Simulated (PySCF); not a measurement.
**C₆ coefficients of unlike pairs at UHF**

Calculated with PySCF 2.14 from the dipole response of each species, C₆(A,B) = (3/π) ∫ α_A(iu) α_B(iu) du, in atomic units, from isotropic polarisabilities. For ions this is the dispersion term alone; charge-induced terms of lower order in 1/R come first.

```json
{"species": "Ti", "configuration": "[Ar] 3d2 4s2 (3F)", "basis": "aug-cc-pVDZ (7s6p4d2f)", "relativity": "none", "α (bohr³)": "148.1", "C₆ (like pair)": "1724"}
{"species": "Sb³⁺", "configuration": "[Kr] 4d10 5s2 (1S)", "basis": "aug-cc-pwCVDZ-PP with ECP28MDF (6s5p4d1f)", "relativity": "core potential", "α (bohr³)": "12.03", "C₆ (like pair)": "55.91"}
{"species": "Mg⁺", "configuration": "[Ne] 3s1 (2S)", "basis": "def2-TZVPPD (5s5p3d)", "relativity": "none", "α (bohr³)": "38.46", "C₆ (like pair)": "177.0"}
{"species": "Mn", "configuration": "[Ar] 3d5 4s2 (6S)", "basis": "aug-cc-pVTZ (8s7p5d3f2g)", "relativity": "none", "α (bohr³)": "106.2", "C₆ (like pair)": "1056"}
```

(1) Estimate C₆ for Mg⁺ with Ti.

No spin-orbit coupling is included.

The other pairs:

```json
{"pair": "Sb³⁺, Ti", "C₆": "251.1"}
{"pair": "Mn, Sb³⁺", "C₆": "204.8"}
{"pair": "Mg⁺, Sb³⁺", "C₆": "84.31"}
{"pair": "Mn, Ti", "C₆": "1346"}
{"pair": "Mn, Mg⁺", "C₆": "430.9"}
```

Results:

(1) The integral gives 548.2. The combination rule 2 C_A C_B / (C_A α_B/α_A + C_B α_A/α_B) gives 540.4 and the geometric mean 552.4.
